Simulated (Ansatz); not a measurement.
Job for Ansatz (a program for electronic structure): R-CCSD(T)/aug-cc-pVTZ on N4 (a complex), monomers drawn apart or pushed together.

Ansatz 0.2 input:
```yaml
crystal:
  periodic: [false, false, false]
  atoms:
    - {symbol: N, position_ang: [-0.38463901, -0.10116271, -0.56541468]}
    - {symbol: N, position_ang: [0.45101972, 0.14816541, 0.08987410]}
    - {symbol: N, position_ang: [-0.47658529, -0.23433273, 5.99406190]}
    - {symbol: N, position_ang: [0.31824158, 0.12221309, 6.65060388]}
basis:
  gaussian:
    orbitals: aug-cc-pVTZ
magnetization: {spin_polarized: false}
correlation: {method: ccsd_t, electrons: outside_noble_gas}
scf: {lower_state_search: off}
```

Problem. What total energy does the run end on?

Solution. -218.7608 hartree (reference determinant -217.9718, T1 diagnostic 0.013).

Problem. How many basis functions does it have, and what does it roughly cost on one machine?

Solution. 184 functions; roughly 60 core-seconds.
